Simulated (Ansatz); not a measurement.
Start from `N[SiH](Cl)BO` and change one atom or group to get `N[SiH](Cl)[GeH2][F]`.

Ansatz, PBE0-D4/def2-TZVP geometries, multiplicity 1. Each molecule was computed in one conformer, which needn't be the lowest.

Scalar relativity is left out up to krypton.

| property | `N[SiH](Cl)BO` |
| --- | --- |
| size of the dipole moment (PBE/def2-TZVPP) / D | 2.71 |
| HOMO energy (PBE0/def2-TZVPP) / eV | -7.65 |
| HOMO–LUMO gap (ωB97M-V/def2-TZVPP) / eV | 10.63 |
| LUMO energy (ωB97M-V/def2-TZVPP) / eV | 0.80 |
| HOMO energy (ωB97M-V/def2-TZVPP) / eV | -9.83 |
| size of the dipole moment (B3LYP/def2-TZVPP) / D | 2.66 |

Give the same properties after the change, and the shifts. (Estimate.)

The calculation gave: 
```
                                        property  `N[SiH](Cl)[GeH2][F]`  shift
  size of the dipole moment (PBE/def2-TZVPP) / D                   2.15  -0.56
              HOMO energy (PBE0/def2-TZVPP) / eV                  -8.01  -0.36
         HOMO–LUMO gap (ωB97M-V/def2-TZVPP) / eV                  11.36   0.73
           LUMO energy (ωB97M-V/def2-TZVPP) / eV                   1.25   0.45
           HOMO energy (ωB97M-V/def2-TZVPP) / eV                 -10.12  -0.29
size of the dipole moment (B3LYP/def2-TZVPP) / D                   2.17  -0.49
```

With PBE0 the HOMO falls by 0.36 eV and the LUMO rises by 0.59 eV, so the gap widens by about 0.95 eV. PBE moves the HOMO by -0.43 eV and ωB97M-V by -0.29 eV. Dipoles are sizes alone; their direction can turn.

B3LYP here is the variant with VWN-RPA as its local correlation; programs differ in this.
